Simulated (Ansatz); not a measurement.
Reaction (hydrogenolysis of the Al–Cl bond): `C[O][Al]([Cl])[O]C` + H₂ → `C[O][AlH][O]C` + HCl

Computed with Ansatz on PBE0-D4/def2-TZVP structures; ΔE is electronic, products minus reactants. CCSD(T)/CBS is the MP2 limit (def2-TZVPP, def2-QZVPP) plus CCSD(T) − MP2 in def2-TZVPP, frozen cores. This one scheme is used for every species. One conformer a species, not always the lowest.

```csv
species,CCSD/CBS(def2) energy (Eh)
`C[O][Al]([Cl])[O]C`,-931.97413
H₂,-1.17544
`C[O][AlH][O]C`,-472.72236
HCl,-460.37334
```

Problem. Work out ΔE.

Solution. ΔE = (-472.72236) + (-460.37334) − (-931.97413) − (-1.17544) = 0.05387 Eh = +33.8 kcal/mol. CCSD(T)/CBS gives +34.3 kcal/mol.

Largest T1 diagnostic among the species: 0.012.

From PBE to PBE0 (25 % exact exchange), in def2-TZVPP and without D4, ΔE moves by +0.7 kcal/mol. The D4 term adds +1.5 kcal/mol with B3LYP and +0.8 kcal/mol with PBE0; it sums over pairs of atoms, weighted by their polarisabilities, and B3LYP, whose exchange is more repulsive, gets the larger term.

B3LYP here is the variant with VWN-RPA as its local correlation; programs differ in this.
